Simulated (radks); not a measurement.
Problem. The mean radii <r> (bohr) of the occupied orbitals of an atom or ion are listed with their occupations. All-electron calculation, non-relativistic Kohn-Sham, AM05, spin-unpolarised, spherical densities, point nucleus. Program: a radial shooting solver on a logarithmic mesh with Libxc functionals.

orbital  occ.      <r>
1s          2  0.06715
2s          2   0.3115
2p          6   0.2754
3s          2   0.9455
3p          6   0.9963
3d          2    1.170

Name the element and its charge.

Solution. Z = 23, vanadium, charge +3: V3+ in [Ar] 3d2. The 1s radius gives Z: for a bare nucleus <r> = 1.5/Z, 0.06522 bohr for Z = 23, and screening makes it slightly larger (0.06715 here). The occupations add up to 20, and the charge is Z minus that.
